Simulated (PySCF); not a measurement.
# Computed records: C2H4BO, CH3BClSi, C2H5BSi, B2H3N

Computed with PySCF 2.14.0. Calculation on a computer-drawn molecule: the log of a Hartree-Fock and frozen-core CCSD(T) single point meant for a local Hartree-Fock minimum, with one planted fault or none, to be diagnosed. Offsets are logged minus clean, where the clean run is the same molecule without the fault. The reference is restricted for singlets and unrestricted otherwise, and also for a bond in bohr or an excited solution. Adding or removing an electron swaps singlet and doublet. The excited solution moves the top pair (singlet) or top alpha electron (doublet) to the lowest empty orbital. Highest occupied and lowest empty are orbital energies over both spins, largest force is the largest gradient component, triples share is (T) over the correlation energy, the T1 limit is 0.02 restricted and 0.045 unrestricted, electrons count all cores, a negative frequency is imaginary (commonest isotopes), and the dipole is about the centre of nuclear charge.

Common to all runs: logged SCF converged yes; logged CC converged yes; logged SCF stable within its kind yes; possible faults no fault, one electron removed, one electron added, multiplicity raised by two, geometry at a saddle point, SCF held on an excited solution, minimal basis STO-3G, one bond length entered in bohr, all coordinates scaled.

(1) 
```xyz
8
formula=C2H4BO meant_charge=0 meant_multiplicity=2 meant_basis=cc-pVDZ logged_electrons=29 logged_basis_functions=76 logged_spin_squared=3.779 logged_highest_occupied=-7.3266 logged_lowest_empty=1.1193 logged_largest_force=0.054384 logged_T1_diagnostic=0.020622 logged_D1_diagnostic=0.090165 logged_triples_share=0.028387 logged_dipole_magnitude=0.80229 logged_energy_HF=-177.43119 logged_energy_CCSD(T)=-177.96553 planted_fault=multiplicity_raised_by_two HF_energy_offset_from_clean_run=24.13 CCSD(T)_energy_offset_from_clean_run=41.61
B     -1.2431     1.3133     2.0388
C     -1.6353     0.2769     1.1842
O     -1.8903    -1.0336     1.4547
C     -1.4722    -1.4908     2.6559
H     -0.9110     2.2393     2.6800
H     -1.7835     0.5084     0.1347
H     -0.4819    -1.1780     2.9790
H     -1.8167    -2.4918     2.8733
```

Units: logged_highest_occupied, logged_lowest_empty in eV; logged_largest_force in hartree/bohr; logged_dipole_magnitude in debye; logged_energy_HF, logged_energy_CCSD(T) in hartree; HF_energy_offset_from_clean_run, CCSD(T)_energy_offset_from_clean_run in kcal/mol.

Drawn bonds:
| atom | other atom | order |
| --- | --- | --- |
| 1 | 2 | 2 |
| 2 | 3 | 1 |
| 3 | 4 | 1 |
| 1 | 5 | 1 |
| 2 | 6 | 1 |
| 4 | 7 | 1 |
| 4 | 8 | 1 |

(2) 
```xyz
7
formula=CH3BClSi meant_charge=1 meant_multiplicity=1 meant_basis=cc-pV(D+d)Z logged_electrons=43 logged_basis_functions=89 logged_spin_squared=0.7558 logged_highest_occupied=-23.369 logged_lowest_empty=-13.166 logged_largest_force=0.08955 logged_T1_diagnostic=0.021824 logged_D1_diagnostic=0.10805 logged_triples_share=0.029712 logged_dipole_magnitude=9.5907 logged_energy_HF=-811.95754 logged_energy_CCSD(T)=-812.38379 planted_fault=one_electron_removed HF_energy_offset_from_clean_run=328.9 CCSD(T)_energy_offset_from_clean_run=356.6
B     -0.8959     0.7970     0.4854
C     -2.0412    -0.0274     0.4143
Si    -2.1676    -1.5988     1.1485
Cl    -0.6698    -2.3948     2.1764
H      0.0628     1.4681     0.5543
H     -2.9102     0.3380    -0.1346
H     -3.3636    -2.4233     1.0594
```

Units: logged_highest_occupied, logged_lowest_empty in eV; logged_largest_force in hartree/bohr; logged_dipole_magnitude in debye; logged_energy_HF, logged_energy_CCSD(T) in hartree; HF_energy_offset_from_clean_run, CCSD(T)_energy_offset_from_clean_run in kcal/mol.

Drawn bonds:
| atom | other atom | order |
| --- | --- | --- |
| 1 | 2 | 2 |
| 2 | 3 | 1 |
| 3 | 4 | 1 |
| 1 | 5 | 1 |
| 2 | 6 | 1 |
| 3 | 7 | 1 |

(3) 
```xyz
7
formula=CH3BClSi meant_charge=0 meant_multiplicity=2 meant_basis=cc-pV(D+d)Z logged_electrons=44 logged_basis_functions=89 logged_spin_squared=0 logged_highest_occupied=-15.508 logged_lowest_empty=-6.5928 logged_largest_force=0.07767 logged_T1_diagnostic=0.018623 logged_D1_diagnostic=0.064525 logged_triples_share=0.037285 logged_dipole_magnitude=5.5682 logged_energy_HF=-812.42942 logged_energy_CCSD(T)=-812.90981 planted_fault=one_electron_removed HF_energy_offset_from_clean_run=176 CCSD(T)_energy_offset_from_clean_run=177.1
B     -0.3417     1.1149    -1.6225
C     -1.0475     0.6649    -0.5226
Si    -0.3529    -0.8423     0.2663
Cl     0.1553    -0.5405     2.2704
H      0.3108     1.4374    -2.5452
H     -1.9553     1.1060    -0.1285
H      0.8769    -1.2656    -0.4445
```

Units: logged_highest_occupied, logged_lowest_empty in eV; logged_largest_force in hartree/bohr; logged_dipole_magnitude in debye; logged_energy_HF, logged_energy_CCSD(T) in hartree; HF_energy_offset_from_clean_run, CCSD(T)_energy_offset_from_clean_run in kcal/mol.

Drawn bonds:
| atom | other atom | order |
| --- | --- | --- |
| 1 | 2 | 2 |
| 2 | 3 | 1 |
| 3 | 4 | 1 |
| 1 | 5 | 1 |
| 2 | 6 | 1 |
| 3 | 7 | 1 |

(4) 
```xyz
9
formula=C2H5BSi meant_charge=0 meant_multiplicity=1 meant_basis=cc-pV(D+d)Z logged_electrons=36 logged_basis_functions=90 logged_spin_squared=0 logged_highest_occupied=-8.1215 logged_lowest_empty=1.2796 logged_largest_force=0.020903 logged_T1_diagnostic=0.02003 logged_D1_diagnostic=0.072618 logged_triples_share=0.04015 logged_dipole_magnitude=2.145 logged_energy_HF=-392.17111 logged_energy_CCSD(T)=-392.68575
B     -1.0448    -0.6332     1.5343
C     -1.8922    -1.7683     1.5015
Si    -1.8151    -2.4617    -0.2940
C     -0.5628    -1.2598    -1.3008
H     -0.2972     0.3171     1.4490
H     -2.5400    -2.2934     2.2377
H     -0.9284    -0.1926    -1.3821
H      0.4881    -1.2351    -0.8844
H     -0.4908    -1.6626    -2.3518
```

Units: logged_highest_occupied, logged_lowest_empty in eV; logged_largest_force in hartree/bohr; logged_dipole_magnitude in debye; logged_energy_HF, logged_energy_CCSD(T) in hartree.

Drawn bonds:
| atom | other atom | order |
| --- | --- | --- |
| 1 | 2 | 2 |
| 2 | 3 | 1 |
| 3 | 4 | 1 |
| 1 | 5 | 1 |
| 2 | 6 | 1 |
| 4 | 7 | 1 |
| 4 | 8 | 1 |
| 4 | 9 | 1 |

Notes: T1 above single-reference limit.

(5) 
```xyz
6
formula=B2H3N meant_charge=0 meant_multiplicity=1 meant_basis=cc-pVDZ logged_electrons=20 logged_basis_functions=57 logged_spin_squared=2.0403 logged_highest_occupied=-5.6048 logged_lowest_empty=-1.1676 logged_largest_force=0.15476 logged_T1_diagnostic=0.0633 logged_D1_diagnostic=0.29966 logged_triples_share=0.037908 logged_dipole_magnitude=2.4019 logged_energy_HF=-105.43618 logged_energy_CCSD(T)=-105.78815
B     -0.6277     0.4222    -1.3249
N      0.4905     0.8380    -1.6688
B      1.7588     1.3098    -2.0586
H     -1.6824     0.0299    -1.0005
H      1.8601     2.3685    -2.6180
H      2.7395     0.6534    -1.8315
```

Units: logged_highest_occupied, logged_lowest_empty in eV; logged_largest_force in hartree/bohr; logged_dipole_magnitude in debye; logged_energy_HF, logged_energy_CCSD(T) in hartree.

Drawn bonds:
| atom | other atom | order |
| --- | --- | --- |
| 1 | 2 | 2 |
| 2 | 3 | 1 |
| 1 | 4 | 1 |
| 3 | 5 | 1 |
| 3 | 6 | 1 |

Notes: T1 above single-reference limit.

Questions
1. Which fault was planted in the run of C2H5BSi (entry 4)?
2. B2H3N (entry 5): planted fault?

Calculated values
1. all coordinates scaled, by +3.2 %
2. multiplicity raised by two

Further results for C2H5BSi (entry 4):

```
HF energy offset from clean run      : 4.98 kcal/mol
CCSD(T) energy offset from clean run : 1.446 kcal/mol
```

Further results for B2H3N (entry 5):

```
HF energy offset from clean run      : 100.6 kcal/mol
CCSD(T) energy offset from clean run : 105.7 kcal/mol
```
